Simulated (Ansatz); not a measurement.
Abridged output of a molecular run in Ansatz:

```
Functional definition: HF
1429 factors; integrals over basis functions are off by at most 9.9e-4 eV
mean field evaluation 1: about -17803.8153 eV, gradient 5.7e1 eV
mean field evaluation 2: about -17804.0444 eV, gradient 5.8e1 eV
mean field evaluation 4: about -17810.3704 eV, gradient 3.4e0 eV
mean field evaluation 8: about -17810.4573 eV, gradient 4.2e-1 eV
mean field -17810.45790371 eV, -654.5222555994 hartree, gradient 4.7e-6 eV, S^2 0.000000; 0 other end points of the search recorded, 0 dependent functions left out
11 core orbitals not correlated: weight in the atoms' cores, before any rotation towards them, 1.000 or more for the frozen orbitals, at most 0.000 for the correlated occupied ones
reference -17810.45790371 eV, -654.5222555994 hartree; 17, 17 occupied and 182, 182 virtual orbitals, 1429 factors
second order -24.94249974 eV of doubles, -0.00000000 eV of singles
cycle   1  -24.39871563 eV  change    5.4e-1 eV  update   1.4e-1
cycle   2  -25.06408740 eV  change   -6.7e-1 eV  update   4.5e-2
cycle   3  -25.23923667 eV  change   -1.8e-1 eV  update   2.5e-2
cycle   4  -25.22420293 eV  change    1.5e-2 eV  update   7.5e-3
cycle   5  -25.21749095 eV  change    6.7e-3 eV  update   3.8e-3
cycle   6  -25.21929802 eV  change   -1.8e-3 eV  update   1.5e-3
cycle   7  -25.21915738 eV  change    1.4e-4 eV  update   6.0e-4
cycle   8  -25.21891816 eV  change    2.4e-4 eV  update   1.7e-4
cycle   9  -25.21899379 eV  change   -7.6e-5 eV  update   7.5e-5
cycle  10  -25.21903554 eV  change   -4.2e-5 eV  update   2.5e-5
perturbative correction -0.88444236 eV, -0.0325026571 hartree
Total energy: -17836.56138161 eV, -655.4815407185 hartree
```

Its atoms:

```xyz
8

O     0.6134    2.3529    0.3466
Sn    1.9563    1.2403   -0.5730
O     0.9379   -0.4679   -0.5601
Si   -0.4787   -1.1074   -0.0761
H    -0.2007    1.9113    0.6086
H    -0.2496   -2.2367    0.8647
H    -1.3199   -0.0917    0.6321
H    -1.2587   -1.6008   -1.2429
```

Q: Which basis set was used?
A. def2-SVPD
B. def2-TZVPPD
C. def2-QZVPP
D. def2-TZVPP

A: D. It gives 210 functions.

Q: Write the keys of the input that set method, charge and spin (a neutral closed shell needs none for the last two).

A: 
```yaml
correlation: {method: ccsd_t}
```
